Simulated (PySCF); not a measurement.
**Exercise with solution: entropy of an ideal gas**

Bi(F)2(OH) (BiF2HO), SMILES [F][Bi]([OH])[F].

Geometry: r2SCAN-D4/def2-SVP. The def2 effective core potentials stand for the cores of Bi; spin–orbit coupling is left out. The values are those of a single conformer.

PySCF 2.14.0 with r2SCAN-D4/def2-SVP gives the harmonic wavenumbers 106, 175, 180, 250, 580, 580, 597, 814, 3795 cm⁻¹ and the rotational temperatures 0.1805, 0.1778, 0.1458 K. The molar mass is 263.98 g/mol, the symmetry number 1, the spin multiplicity 1.

Problem. Work out the entropy at 298.15 K and 1 atm in the rigid-rotor, harmonic-oscillator model.

Solution. 
Translation (Sackur–Tetrode at 1 atm): S = R[1.5 ln M + 2.5 ln T − 1.16487] = 178.3 J/(mol K).
Rotation: q = (√π/σ) T^1.5/√(θA θB θC) = 133000, S = R[ln q + 3/2] = 110.6 J/(mol K).
Vibration: with u = 1.4388 ν/T, each mode gives R[u/(e^u − 1) − ln(1 − e^−u)]:
```
ν (cm⁻¹)  modes     u  S (J/(mol K))
--------  -----  ----  -------------
106           1  0.51          13.98
175           1  0.84           9.96
180           1  0.87           9.74
250           1  1.21           7.24
580           2  2.80           4.06
597           1  2.88           1.90
814           1  3.93           0.82
```
The stiffer modes add less than 0.005 each. Sum 47.7 J/(mol K).
Spin: R ln 1 = 0.0 J/(mol K).
Total 336.6 J/(mol K); the program's own thermochemistry gives 336.6. Translation makes up 53 % and vibration 14 %. Anharmonicity, hindered rotation and orbital degeneracy are left out.
